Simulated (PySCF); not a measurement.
Simulated Cl 2p region for `[Cl][Sc]([Cl])[Cl]`, binding energy against the vacuum level.

Every computed line was given a Gaussian of 0.6 eV full width at half maximum and an area set by the number of equivalent atoms (split 2:1 within a doublet); the highest printed point is 100. Method used: delta-SCF UKS SCAN, pcX-2 on the ionised atom (unc-x2c-TZVPall on a metal), pcseg-1 elsewhere, spin-free X2C (PySCF 2.14.0).

(binding energy (eV), intensity): (204.9, 0), (205.0, 1), (205.1, 3), (205.2, 7), (205.3, 17), (205.4, 33), (205.5, 54), (205.6, 78), (205.7, 95), (205.8, 100), (205.9, 90), (206.0, 70), (206.1, 46), (206.2, 26), (206.3, 13), (206.4, 5), (206.5, 2), (206.6, 1), (206.7, 1), (206.8, 2), (206.9, 6), (207.0, 12), (207.1, 21), (207.2, 33), (207.3, 44), (207.4, 50), (207.5, 49), (207.6, 41), (207.7, 29), (207.8, 18), (207.9, 10), (208.0, 4), (208.1, 2), (208.2, 1), (208.3, 0)

Q: How many maxima does the curve show, and how many computed lines lie under it?

A: The curve has 2 maxima (at 205.8 and 207.4 eV). Under it lie 2 lines from 1 inequivalent chlorine site, drawn as a 2p3/2, 2p1/2 pair.

Q: Decompose the envelope and assign each component. Bonds: Sc1–Cl2, Sc1–Cl3, Sc1–Cl4.

A: 
| position (eV) | relative area | line | atoms | environment |
| --- | --- | --- | --- | --- |
| 205.78 | 2.00 | Cl 2p3/2 | Cl2/Cl3/Cl4 | chlorine bonded to Sc |
| 207.44 | 1.00 | Cl 2p1/2 | Cl2/Cl3/Cl4 | chlorine bonded to Sc |

Shake-up satellites, vibrational structure and lifetime widths aren't simulated. Topologically equivalent atoms share the value of their first member; where this conformer doesn't relate them by symmetry, their own values could differ. Spin–orbit coupling isn't in the SCF: each 2p doublet comes from a relaxed spin-free hole plus a matrix of the shell (mean-field spin–orbit coupling and the ground-state 2p splitting), with 2p3/2 averaged over its two sublevels. 2p1/2 minus 2p3/2 (ligand field included): Cl 1.65 eV. Isolated species at its PBE0-D3(BJ)/def2-SVP geometry, gas phase. Metal 2p energies of this one-determinant scheme are less reliable than its 1s energies.
